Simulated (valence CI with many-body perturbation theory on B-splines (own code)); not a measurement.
Ladder of approximations for Tm⁴⁸⁺

Computed by valence CI with perturbative core correlation (CI+MBPT): three valence electrons over a frozen Dirac-Fock core [Ar], radial functions for each j: 9 s, 9 p, 10 d, 8 f, 5 g, 3 h, 1 i, with the one-electron correlation potential Σ1 (screened to all orders), the two-electron term Σ2, the three-electron term Σ3, Breit, model QED; selected single and double excitations, second order for the rest (own B-spline code, finite nucleus).

No measured spectrum was set against this ion. As an estimate, large intervals hold to a few tenths of a per cent, small ones and those within an open d or f shell to about a per cent. Only levels of the ground parity were solved; by the run's estimate the other parity begins above the list, which can be wrong where configurations are misplaced.

Each rung adds one term. CI alone is the Dirac-Coulomb CI over the frozen core; QED comes last and gives the full result, which names the levels. Energies are above (3d3/2^3) J=3/2 on the same rung, in cm⁻¹.

Levels are named by their leading jj configuration (3d3/2^4 stands for four electrons in 3d with j = 3/2), which in mixed levels can hold well under half, so a name can repeat and another be missing. Letters in brackets count levels of one name in rising energy.

```tsv
Level	CI alone
(3d3/2^2 3d5/2) J=5/2 [a]	371138
(3d3/2^2 3d5/2) J=3/2	419944
(3d3/2^2 3d5/2) J=7/2	452157
(3d3/2^2 3d5/2) J=9/2	456668
(3d3/2^2 3d5/2) J=1/2	462085
(3d3/2^2 3d5/2) J=5/2 [b]	630143
(3d3/2 3d5/2^2) J=7/2 [a]	811808
(3d3/2 3d5/2^2) J=9/2	849291
(3d3/2 3d5/2^2) J=3/2 [a]	882305
(3d3/2 3d5/2^2) J=1/2	905220
(3d3/2 3d5/2^2) J=11/2	926242
(3d3/2 3d5/2^2) J=5/2 [a]	923848
(3d3/2 3d5/2^2) J=5/2 [b]	984123
(3d3/2 3d5/2^2) J=7/2 [b]	995184
(3d3/2 3d5/2^2) J=3/2 [b]	1129830
(3d5/2^3) J=9/2	1284450
```

**Question.** What do these energies become with core correlation, Breit and QED?

**Answer.** (3d3/2^2 3d5/2) J=5/2 [a] 366001 (-5138); (3d3/2^2 3d5/2) J=3/2 414275 (-5668); (3d3/2^2 3d5/2) J=7/2 439114 (-13042); (3d3/2^2 3d5/2) J=9/2 441633 (-15035); (3d3/2^2 3d5/2) J=1/2 452991 (-9093); (3d3/2^2 3d5/2) J=5/2 [b] 618196 (-11946); (3d3/2 3d5/2^2) J=7/2 [a] 798312 (-13496); (3d3/2 3d5/2^2) J=9/2 830695 (-18595); (3d3/2 3d5/2^2) J=3/2 [a] 868905 (-13400); (3d3/2 3d5/2^2) J=1/2 890275 (-14945); (3d3/2 3d5/2^2) J=11/2 902418 (-23824); (3d3/2 3d5/2^2) J=5/2 [a] 906841 (-17007); (3d3/2 3d5/2^2) J=5/2 [b] 964226 (-19896); (3d3/2 3d5/2^2) J=7/2 [b] 972668 (-22516); (3d3/2 3d5/2^2) J=3/2 [b] 1112630 (-17199); (3d5/2^3) J=9/2 1260880 (-23568).

**Question.** How does the ionisation energy move along the ladder, and which term matters most?

**Answer.** CI alone 4195.0, + Σ1 4197.7, + Σ2 4203.6, + Σ3 4203.7, + Breit 4200.1, + QED 4200.3 eV. The largest step is Σ2, 6.0 eV. NIST lists 4199 ± 4 eV (theoretical).
